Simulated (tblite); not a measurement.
Record of a relaxation.

C2H7BrF2Si2.
Numbering: `[CH3:1][Si@@H:2]([F:3])[C@@H:4]([Br:5])[SiH2:6][F:7]` (hydrogens: H8, H9, H10 on C1; H11 on Si2; H12 on C4; H13, H14 on Si6)

Computed with GFN2-xTB (tblite), gas phase: L-BFGS steps from a force-field or distance-geometry start until the largest atomic force falls under 0.01 eV/Å. 7 of its 127 geometries are shown.

Step 0: E = -679.0725 eV, largest atomic force 2.207 eV/Å
```
atom  x, y, z in Å  |  force x, y, z in eV/Å
C1     -2.248   -0.321   -0.303   -1.226   0.104   0.357
Si2    -0.685    0.500   -0.893   -0.587   0.787  -0.650
F3     -0.933    2.127   -1.147    0.317  -1.141   0.127
C4      0.592    0.323    0.458    0.156   0.808   0.526
Br5     0.037   -1.031    1.735    0.073  -0.228   0.516
Si6     2.261   -0.161   -0.206    1.813  -1.222   0.299
F7      2.917   -1.315    0.845   -0.640   1.366  -1.333
H8     -3.126    0.261   -0.668    0.497  -0.639   0.325
H9     -2.304   -0.391    0.811   -0.184   0.161  -0.987
H10    -2.309   -1.347   -0.689   -0.140   0.406   0.156
H11    -0.200   -0.140   -2.109   -0.035   0.308  -0.169
H12     0.653    1.282    0.997   -0.001  -0.424   0.096
H13     3.187    0.971   -0.275   -0.111  -0.183   0.201
H14     2.157   -0.759   -1.553    0.068  -0.102   0.535
```

Step 21: E = -679.5003 eV, largest atomic force 0.119 eV/Å
```
atom  x, y, z in Å  |  force x, y, z in eV/Å
C1     -2.400   -0.303   -0.328    0.024   0.017  -0.013
Si2    -0.743    0.421   -0.868    0.105   0.053   0.019
F3     -0.873    2.028   -1.051   -0.013  -0.014   0.006
C4      0.655    0.275    0.441   -0.033   0.019  -0.062
Br5     0.149   -1.042    1.832   -0.002  -0.047   0.015
Si6     2.397   -0.162   -0.226   -0.077   0.018   0.068
F7      3.139   -1.187    0.764   -0.054   0.055  -0.043
H8     -3.220    0.250   -0.776   -0.004  -0.015  -0.034
H9     -2.541   -0.289    0.750    0.027   0.037   0.006
H10    -2.476   -1.337   -0.647   -0.052  -0.023   0.011
H11    -0.285   -0.016   -2.182   -0.024  -0.013   0.052
H12     0.689    1.224    0.984    0.038  -0.100   0.001
H13     3.236    1.021   -0.210    0.018   0.042  -0.045
H14     2.272   -0.885   -1.480    0.046  -0.030   0.019
```

Step 42: E = -679.5896 eV, largest atomic force 0.215 eV/Å
```
atom  x, y, z in Å  |  force x, y, z in eV/Å
C1     -2.472   -0.140   -0.306    0.035  -0.068  -0.064
Si2    -0.730    0.387   -0.804    0.103   0.069  -0.007
F3     -0.757    2.002   -0.959    0.085  -0.005   0.048
C4      0.657    0.035    0.467   -0.057   0.152  -0.141
Br5     0.231   -1.645    1.420    0.022  -0.014  -0.023
Si6     2.419   -0.101   -0.261   -0.086  -0.077   0.118
F7      3.334   -0.626    0.950    0.091   0.128   0.000
H8     -3.168    0.232   -1.048   -0.119   0.086  -0.060
H9     -2.791    0.237    0.662    0.116   0.060   0.024
H10    -2.582   -1.218   -0.283    0.063  -0.113   0.041
H11    -0.262   -0.049   -2.117   -0.113  -0.062   0.028
H12     0.649    0.808    1.241   -0.033  -0.136  -0.017
H13     2.884    1.204   -0.687    0.031   0.084   0.082
H14     2.585   -1.127   -1.270   -0.137  -0.104  -0.029
```

Step 63: E = -679.6612 eV, largest atomic force 0.082 eV/Å
```
atom  x, y, z in Å  |  force x, y, z in eV/Å
C1     -2.459   -0.059   -0.287    0.006   0.017  -0.002
Si2    -0.709    0.376   -0.830    0.032   0.018   0.001
F3     -0.539    1.984   -0.938   -0.018   0.022  -0.038
C4      0.621   -0.085    0.449    0.015  -0.028  -0.002
Br5     0.275   -1.928    1.079    0.011  -0.018   0.007
Si6     2.398   -0.049   -0.231   -0.028  -0.064  -0.043
F7      3.401   -0.218    1.012   -0.004   0.015   0.024
H8     -3.163    0.182   -1.077   -0.041  -0.021   0.022
H9     -2.756    0.497    0.599    0.000   0.000   0.021
H10    -2.549   -1.117   -0.062   -0.038   0.025  -0.006
H11    -0.350   -0.122   -2.150    0.008  -0.018  -0.016
H12     0.525    0.529    1.344    0.016  -0.009  -0.018
H13     2.708    1.231   -0.836    0.013   0.038   0.034
H14     2.599   -1.222   -1.067    0.028   0.024   0.016
```

Step 84: E = -679.6833 eV, largest atomic force 0.040 eV/Å
```
atom  x, y, z in Å  |  force x, y, z in eV/Å
C1     -2.452    0.056   -0.198   -0.016   0.008   0.016
Si2    -0.724    0.286   -0.921   -0.004  -0.012  -0.004
F3     -0.438    1.865   -1.143   -0.009   0.019  -0.011
C4      0.603   -0.244    0.334    0.020   0.001  -0.011
Br5     0.314   -2.165    0.704    0.010  -0.034   0.010
Si6     2.417    0.008   -0.183    0.012   0.021   0.000
F7      3.264    0.039    1.185    0.004  -0.010  -0.010
H8     -3.218    0.265   -0.937   -0.011   0.018  -0.026
H9     -2.615    0.731    0.640    0.000   0.006   0.001
H10    -2.608   -0.957    0.160    0.015  -0.004  -0.011
H11    -0.477   -0.307   -2.226   -0.014  -0.028   0.023
H12     0.431    0.241    1.295   -0.009  -0.003   0.012
H13     2.590    1.319   -0.780    0.026  -0.015   0.011
H14     2.912   -1.137   -0.927   -0.023   0.033   0.000
```

Step 105: E = -679.6922 eV, largest atomic force 0.072 eV/Å
```
atom  x, y, z in Å  |  force x, y, z in eV/Å
C1     -2.459    0.074   -0.186    0.027   0.040  -0.008
Si2    -0.732    0.244   -0.935   -0.028  -0.018  -0.021
F3     -0.440    1.799   -1.286   -0.001   0.010   0.011
C4      0.611   -0.224    0.327   -0.020  -0.046  -0.014
Br5     0.366   -2.159    0.680    0.006  -0.001   0.017
Si6     2.429    0.051   -0.163   -0.005   0.001   0.006
F7      3.273   -0.088    1.203   -0.019   0.009  -0.069
H8     -3.223    0.367   -0.901    0.034  -0.004   0.022
H9     -2.566    0.710    0.690   -0.026  -0.002  -0.004
H10    -2.664   -0.948    0.119    0.007   0.005  -0.006
H11    -0.525   -0.456   -2.192    0.014  -0.017  -0.009
H12     0.415    0.247    1.290   -0.009   0.018   0.040
H13     2.640    1.413   -0.620    0.007  -0.049   0.023
H14     2.875   -1.032   -1.023    0.010   0.056   0.014
```

Step 126: E = -679.6973 eV, largest atomic force 0.009 eV/Å
```
atom  x, y, z in Å  |  force x, y, z in eV/Å
C1     -2.457    0.105   -0.190    0.003  -0.001  -0.001
Si2    -0.725    0.185   -0.936    0.002   0.006  -0.002
F3     -0.397    1.716   -1.355   -0.002  -0.005   0.002
C4      0.605   -0.250    0.351   -0.003   0.002   0.003
Br5     0.409   -2.186    0.719    0.006   0.001  -0.002
Si6     2.407    0.085   -0.157   -0.004  -0.002  -0.008
F7      3.307   -0.164    1.153    0.002  -0.006   0.007
H8     -3.197    0.451   -0.906   -0.001  -0.003  -0.001
H9     -2.538    0.733    0.695   -0.002   0.004  -0.002
H10    -2.722   -0.908    0.098    0.003   0.001   0.002
H11    -0.524   -0.579   -2.157   -0.003   0.000   0.001
H12     0.393    0.224    1.309    0.000   0.000   0.000
H13     2.593    1.484   -0.488   -0.002   0.003   0.001
H14     2.844   -0.896   -1.133    0.001  -0.001   0.000
```

Question: Summarise the path.

Answer: The energy falls by 14.41 kcal/mol from step 0 to step 126; nine tenths of that is first reached at step 47. It rises by more than 0.2 meV at step 40. The largest force goes from 2.207 to 0.009 eV/Å. Among the bonds Si6–F7 changes most, from 1.693 to 1.608 Å; the atoms move by 0.871 Å rms after alignment.

What follows is the cost of the whole relaxation. Time: 1.8 s wall. Hardware: Arm Neoverse N1, one thread, no GPU, shared host.
